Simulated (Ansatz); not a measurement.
Relaxed structures of H₂SeS₂, singlet (PBE0-D4/def2-TZVP; forces vanish, vibrations not checked; lower isomers may exist, and structures with a doubtful reference or unclear bonds are left out; Å). Computed with Ansatz 0.2.0 (basis: def2-TZVPP); correlated methods freeze the cores. Filled d shells of the heavier atoms are correlated. The def2 sets are not built for correlating such inner shells, so the correlated values are less sure here.

Problem. Rank them by CCSD(T) energy, lowest first, and give each one's height above the lowest. Links in brackets join atoms within 1.22 times the sum of their covalent radii (1.1 for two metals). (Judge from chemistry; the value comes from the calculation.)
A.
H₂SeS₂ ([S][SH][SeH])
```
5
angstrom
S -1.6509 -0.2911 0.0712
S -0.0673 -1.2417 0.6534
Se 1.8281 0.0529 0.7733
H 0.4023 -1.8900 -0.4450
H 1.5875 0.6472 -0.5502
```
B.
H₂SeS₂ ([SH][Se][SH])
```
5
angstrom
S -1.7964 -0.1928 0.3574
S 1.6267 0.2323 0.8230
Se 0.1259 -1.2242 0.1768
H -1.8300 0.3399 -0.8780
H 1.8551 0.7976 -0.3767
```
C.
H₂SeS₂ ([SH][SH][Se])
```
5
angstrom
S -1.6991 -0.5772 0.2807
S 0.3514 -0.9366 -0.2198
Se 1.7593 0.1538 0.8914
H -1.8397 0.3030 -0.7241
H 0.2615 -2.1490 0.3823
```
D.
H₂SeS₂ ([SH][S][SeH])
```
5
angstrom
S -1.7444 -0.2269 0.3549
S 0.0580 -1.1694 0.1784
Se 1.6211 0.2280 0.8291
H -1.7957 0.3321 -0.8700
H 1.8610 0.8362 -0.4924
```

Solution. By the calculation: B (0.0 kJ/mol), D (24.8 kJ/mol), C (123.1 kJ/mol), A (129.4 kJ/mol). Heights count from the lowest.

The T1 diagnostic stays at or below 0.019.

For scale, one of the runs: CCSD(T)/def2-TZVPP, 160 basis functions, launched by `ansatz run in.yaml --threads 2 --pin off --events-out ev --progress --plain --max-ram 4352MiB`. The run took 34 s on 2 CPU threads of an Arm Neoverse V2 (shared host), with 1.1 GiB of host memory at its peak.
